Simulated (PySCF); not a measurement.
H₃MgNSe, SMILES [SeH][Mg][NH2].

Coordinates come from a B3LYP-D3(BJ)/def2-TZVP optimisation. One conformer was computed; it need not be the lowest.

These are B3LYP-D3(BJ)/def2-TZVP (PySCF 2.14.0) values and carry that method's errors.

Frequencies are harmonic and unscaled.

```csv
mode,ν (cm⁻¹),IR (km/mol),moving atoms (share of kinetic energy)
1,108,34.1,"Mg 63 %, N 25 %, H 8 %"
2,110,21.9,"Mg 62 %, N 18 %, H 16 %"
3,133,0.3,H 99 %
4,284,5.4,"Se 32 %, N 32 %, Mg 31 %"
5,301,119.1,"H 83 %, N 17 %"
6,482,0.1,H 95 %
7,535,63.8,"H 81 %, N 15 %"
8,729,120.8,"Mg 49 %, N 44 %"
9,1560,16.7,"H 92 %, N 8 %"
10,2384,14.1,H 99 %
11,3542,2.3,H 96 %
12,3618,8.5,"H 92 %, N 8 %"
```
